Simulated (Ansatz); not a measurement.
Te(SiH3)(OSiH3) (H6OSi2Te), SMILES O([SiH3])[Te][SiH3].

Geometry: B3LYP-D3(BJ)/def2-SVP. The structure was generated by enumeration, and PubChem lists no compound with its InChIKey, so it may never have been made. The def2 effective core potentials stand for the cores of Te; spin–orbit coupling is left out. Other conformers were not sampled.

Two levels are set side by side: PBE/def2-SVPD (Ansatz, a program for electronic structure) and CAM-B3LYP/def2-SVPD (Ansatz). Energy differences of separate SCF runs at the same geometry; the states with an electron removed or added have multiplicity 2 and 2. Differences are taken from unrounded values.

| quantity | CAM-B3LYP |
|---|---|
| vertical ionisation energy (eV) | 8.53 |
| vertical electron affinity (eV) | 0.72 |
| vertical singlet–triplet gap (eV) | 2.12 |

**Question.** What does PBE give, and how far is it from CAM-B3LYP? (An estimate is asked for; the answer gives what the named calculation found.)

**Answer.** 
| quantity | PBE | PBE minus CAM-B3LYP |
|---|---|---|
| vertical ionisation energy (eV) | 8.29 | -0.25 |
| vertical electron affinity (eV) | 0.85 | 0.13 |
| vertical singlet–triplet gap (eV) | 1.94 | -0.18 |
